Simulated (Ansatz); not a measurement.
`C[CH2][AlH][CH]=N` + H₂ → `C[CH2][AlH2]` + `C=N`  (hydrogenolysis of the Al–C bond)

Gas-phase electronic energies from Ansatz, PBE0-D4/def2-TZVP geometries. CBS: MP2 limit from def2 TZ/QZ plus the TZ coupled-cluster correction, frozen cores. This one scheme is used for every species. One conformer a species, not always the lowest.

```csv
species,CCSD(T)/CBS(def2) energy (Eh)
`C[CH2][AlH][CH]=N`,-415.64981
H₂,-1.17544
`C[CH2][AlH2]`,-322.31200
`C=N`,-94.52360
```

(1) Work out ΔE.

Largest T1 diagnostic among the species: 0.012.

Results:

(1) ΔE = (-322.31200) + (-94.52360) − (-415.64981) − (-1.17544) = -0.01035 Eh = -6.5 kcal/mol.

From BLYP to BHLYP (50 % exact exchange), in def2-TZVPP and without D4, ΔE moves by −2.3 kcal/mol. Leaving LDA and LC-ωPBE aside and taking each functional with its dispersion term where it has one, the values, not all of them listed here, spread over 5.1 kcal/mol, from B97M-V to revPBE-D4. LDA lies +0.7 kcal/mol from PBE without D4. In def2-TZVPP, CCSD(T) changes the Hartree–Fock value by +6.9 kcal/mol (the triples alone add +1.5 kcal/mol) and MP2 by +8.0 kcal/mol.
